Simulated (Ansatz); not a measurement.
`[CH3][Al]([CH3])[GaH2]`. The species carries charge 0 and has multiplicity 1.

Z-matrix (Å, degrees):
```
C
Al 1 1.962
H 1 1.092 2 114.5
H 1 1.096 2 110.6 3 122.3
H 1 1.097 2 109.6 3 -120.8
C 2 1.962 1 117.9 3 -171.0
Ga 2 2.525 1 121.5 3 8.1
H 6 1.093 2 113.6 1 -152.5
H 6 1.094 2 111.9 1 -29.5
H 6 1.097 2 109.2 1 88.5
H 7 1.585 2 123.7 1 -90.2
H 7 1.585 2 123.7 1 89.7
```

Q: List the harmonic frequencies (cm⁻¹, unscaled) at PBE0-D4/def2-TZVP in Ansatz. (Estimate.)

A: The calculation gave: 11, 29, 97, 109, 146, 147, 277, 317, 500, 547, 588, 607, 636, 691, 732, 774, 1210, 1212, 1432, 1435, 1440, 1446, 1898, 1899, 3026, 3027, 3097, 3100, 3127, 3131.
